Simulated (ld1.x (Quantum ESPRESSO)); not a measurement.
Sm, PAW: configuration errors across variants

```json
{
 "Element": "Sm",
 "Generator": "ld1.x (Quantum ESPRESSO) 7.5",
 "Type": "PAW",
 "Functional": "PBE",
 "Relativity": "non-relativistic",
 "Frozen core": "[Kr] 4d10 4f6",
 "Valence charge": "10",
 "Reference configuration": "5s2 5p6 5d0 6s0 6p0 (charge +2)",
 "Partial waves": "5s (bound): rcut 2.35, rcutus 2.60 bohr; 6s (bound, empty): rcut 2.35, rcutus 2.60 bohr; 5p (bound): rcut 3.30, rcutus 3.50 bohr; 6p (bound, empty): rcut 3.30, rcutus 3.50 bohr; 5d (bound, empty): rcut 2.50, rcutus 2.90 bohr; 5d channel at 0.3 Ry: rcut 2.50, rcutus 2.90 bohr; 5f channel at 0.05 Ry: rc 2.75 bohr",
 "Local potential": "the f channel",
 "Core correction": "Bessel-smoothed model core inside 1.50 bohr",
 "Augmentation charge": "PSQ, inside the norm-conserving radii"
}
```

All-electron excitation energies from the reference (eV): (1) 5s2 5p6 5d0 6s2 6p0 -16.073; (2) 5s2 5p6 5d0 6s1 6p0 -10.460; (3) 5s2 5p6 5d0 6s1.5 6p0 -13.838; (4) 5s2 5p6 5d1 6s1 6p0 -14.777; (5) 5s1 5p6 5d0 6s2 6p0 27.582; (6) 5s2 5p5 5d0 6s2 6p0 11.556; (7) 5s2 5p6 5d0.5 6s1.5 6p0 -15.475.

The overlap operator is not positive definite (basis up to 400 Ry) in “base”, “all radii but the core radius scaled by about 0.76 (s 1.96, p 2.64, d 2.20, f 2.08 bohr, rcut 1.78/2.50/1.90/2.08)”, “all radii but the core radius scaled by about 0.90 (s 2.34, p 3.14, d 2.60, f 2.46 bohr, rcut 2.10/2.96/2.24/2.46)”, “all radii but the core radius scaled by about 0.94 (s 2.46, p 3.30, d 2.74, f 2.60 bohr, rcut 2.22/3.12/2.36/2.60)”, “all radii but the core radius scaled by about 1.08 (s 2.82, p 3.80, d 3.14, f 2.98 bohr, rcut 2.56/3.58/2.72/2.98)”, “all radii but the core radius scaled by about 1.16 (s 3.00, p 4.04, d 3.36, f 3.18 bohr, rcut 2.72/3.82/2.88/3.18)”. Such files are unfit for use, however small their errors in these radial tests.

1 further variants failed, have other tests or too few solved ones, and are left out.

A true bound ghost makes a file unfit for plane-wave use even where its test errors are small: the radial tests pick states by their node count and pass the ghost by.

Errors AE − PS in meV (a dash: test not solved or not reliable):

| change | (1) | (2) | (3) | (4) | (5) | (6) | (7) | bound ghosts |
| --- | --- | --- | --- | --- | --- | --- | --- | --- |
| base | -4.8 | -3.1 | -4.1 | -53 | -214 | -121 | -31 | s (d not tested, overlap not positive) |
| all radii but the core radius scaled by about 0.76 (s 1.96, p 2.64, d 2.20, f 2.08 bohr, rcut 1.78/2.50/1.90/2.08) | -22 | -8.6 | -16 | -61 | -293 | -143 | -41 | not determined (overlap not positive) |
| all radii but the core radius scaled by about 0.90 (s 2.34, p 3.14, d 2.60, f 2.46 bohr, rcut 2.10/2.96/2.24/2.46) | -33 | -14 | -25 | -106 | -618 | -237 | -68 | s (p not tested, overlap not positive) |
| all radii but the core radius scaled by about 0.94 (s 2.46, p 3.30, d 2.74, f 2.60 bohr, rcut 2.22/3.12/2.36/2.60) | -23 | -8.6 | -16 | -61 | -210 | -120 | -42 | s (d not tested, overlap not positive) |
| all radii but the core radius scaled by about 1.08 (s 2.82, p 3.80, d 3.14, f 2.98 bohr, rcut 2.56/3.58/2.72/2.98) | -22 | -7.3 | -15 | – | – | – | – | not determined (overlap not positive) |
| all radii but the core radius scaled by about 1.16 (s 3.00, p 4.04, d 3.36, f 3.18 bohr, rcut 2.72/3.82/2.88/3.18) | -24 | -6.2 | -15 | -134 | – | – | – | not determined (overlap not positive) |
| all radii but the core radius scaled by about 1.26 (s 3.28, p 4.42, d 3.66, f 3.48 bohr, rcut 2.96/4.16/3.16/3.48) | – | – | – | – | – | – | – | none |
| all radii but the core radius scaled by about 1.37 (s 3.54, p 4.78, d 3.96, f 3.76 bohr, rcut 3.20/4.50/3.42/3.76) | – | – | – | – | – | – | – | none |

Q: Give the same row for: all radii but the core radius scaled by about 1.33 (s 3.46, p 4.64, d 3.84, f 3.64 bohr, rcut 3.12/4.38/3.32/3.64).

A: –, –, –, –, –, –, –; bound ghosts: none.
